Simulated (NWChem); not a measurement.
System: BeSiH₃OBr; SMILES [SiH3][O][Be][Br]

```xyz
7

Be    -0.0057    -0.0542    -0.0001
Br     0.0008     1.9101     0.0002
O     -0.0091    -1.4702    -0.0049
Si     0.0033    -3.1388     0.0014
H     -0.6551    -3.6552    -1.2477
H     -0.7458    -3.6436     1.2034
H      1.4225    -3.6322     0.0558
```
Atoms are numbered in this order, from 1.

Program: NWChem. Coordinates come from a PBE-D3(BJ)/def2-SVP optimisation.

### Question
Order these by “orbital gap (eV)”, lowest first: B3LYP/cc-pVDZ; B3LYP/aug-cc-pVDZ; B3LYP/cc-pVTZ.

### Answer
B3LYP/aug-cc-pVDZ (7.39), B3LYP/cc-pVTZ (7.60), B3LYP/cc-pVDZ (7.82)
